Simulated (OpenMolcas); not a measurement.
**Ag6+: effect of the level shift or regulariser**

```json
{
 "Program": "OpenMolcas",
 "Basis": "ANO-RCC-VDZP [6s5p3d1f]",
 "Scalar Hamiltonian": "DKH2, point nucleus",
 "Active space": "5 electrons in 5 orbitals (4d)",
 "State averaging": "2S+1 = 6 even, 1 root; 2S+1 = 4 even, 24 roots; 2S+1 = 2 even, 75 roots",
 "Spin-orbit coupling": "RASSI with atomic mean-field integrals over the reference wave functions, term energies averaged over their components"
}
```

Methods on the same reference wave functions:
A. CASSCF
B. MS-CASPT2, IPEA 0.25 Eh, imaginary shift 0.1 Eh (closed shells correlated: 4s 4p)
C. MS-CASPT2, IPEA 0.25 Eh, imaginary shift 0.3 Eh (closed shells correlated: 4s 4p)

Energies in cm⁻¹ above 4d⁵ ⁶S_5/2, the measured ground level; measured values from the list in Gamrath, thesis, University of Mons (2023).

```
               Level      A      B      C  Measured
          4d⁵ ⁶S_5/2    0.0    0.0    0.0       0.0
   4d⁵ ⁴G_5/2 [73 %]  34621  32500  32500     29390
          4d⁵ ⁴G_7/2  35484  33670  33670     30378
         4d⁵ ⁴G_11/2  35707  34000  34000     30662
          4d⁵ ⁴G_9/2  35950  34240  34240     30907
   4d⁵ ⁴P_3/2 [61 %]  39393  35690  35690     32994
          4d⁵ ⁴P_1/2  40952  37190  37190     34605
          4d⁵ ⁴D_7/2  43600  40190  40190     36485
          4d⁵ ⁴D_1/2  45648  42140  42140     38685
   4d⁵ ⁴D_5/2 [60 %]  46292  42630  42630     39299
   4d⁵ ⁴D_3/2 [60 %]  46666  43060  43060     39788
         4d⁵ ²I_11/2  50486  48990  48990     44011
         4d⁵ ²I_13/2  51965  50660  50660     45546
4d⁵ ²D_3/2(1) [55 %]  56698  52130  52130          
   4d⁵ ⁴F_9/2 [62 %]  57952  54060  54060     49104
          4d⁵ ⁴F_5/2  59961  55850  55850     51049
4d⁵ ²F_7/2(1) [51 %]  61820  57600  57600          
   4d⁵ ²H_9/2 [58 %]  62363  58870  58870     53797
   4d⁵ ⁴F_3/2 [54 %]  62855  58460  58460          
       4d⁵ ²G_7/2(1)  65605  61580  61580          
         4d⁵ ²H_11/2  66026  63090  63090     57962
4d⁵ ²G_9/2(1) [53 %]  68483  64820  64820          
       4d⁵ ²F_7/2(2)  70379  65590  65590     59792
4d⁵ ²F_5/2(2) [54 %]  70517  65700  65700
```

Deviations, from unrounded energies. A percentage is the sum of absolute deviations over the sum of measured energies, with the sign that they share, or ± where signs differ.

```csv
Against measurement,Levels,A,B,C
mean absolute deviation (cm-1),17,7000,4000,4000
other terms of the ground configuration (%),17,+16.9,+9.6,+9.6
```

B, C lie about equally close to measurement and A furthest from it. The largest miss of B in the table is 4d⁵ ²F_7/2(2), by +5800 cm-1. The ranking rests on the paired levels alone, and a cruder setting can come out closer through cancelling errors.

Between B and C no level of the table moves by more than 5 cm-1.

The two smallest mean deviations differ by little beside CASPT2's spread within terms, so their order carries little weight.

From A to B the spin-free energies of the other terms of 4d⁵ shown, above ⁶S, scale by factors of 0.91 to 0.97.

The lowest spin-free term lies below A's lowest term by 0.183 hartree in B, 0.183 hartree in C.

CASPT2 does not keep the components of a term degenerate, so their means are used; among the terms shown or strongly mixed into the levels shown the widest spread is 430 cm-1 (4d⁵ ⁴F, B). The basis is small and was not contracted for so high a charge. Without dynamic correlation excited terms often stand tens of per cent too high (terms of higher spin than the ground term too low), and those without a measured partner can miss by more than the paired ones (holds for A). Blocks of more than 70 roots (2S+1 = 2 even) ran without multistate coupling (holds for B; C). The CASPT2 spread within a term exceeds the gap to the next term for 4d⁵ ²F(1) and 4d⁵ ⁴F, so the order of their levels is uncertain, and so are names and mixing where such terms share a J (holds for B; C). Computed and measured levels are paired by configuration, term and J; levels that our copy of the source lacks, or whose pairing is in doubt (as where it misses far off the trend of its configuration), stay unpaired and out of the deviations. Levels of configurations outside the active space are missing. Levels that lie high or do not pair safely by name in every column are left out.

A share in square brackets marks a mixed level and gives the weight of the term that names it, the lowest over the columns. A number in round brackets counts repeated terms of one configuration in the order of the reference energies.
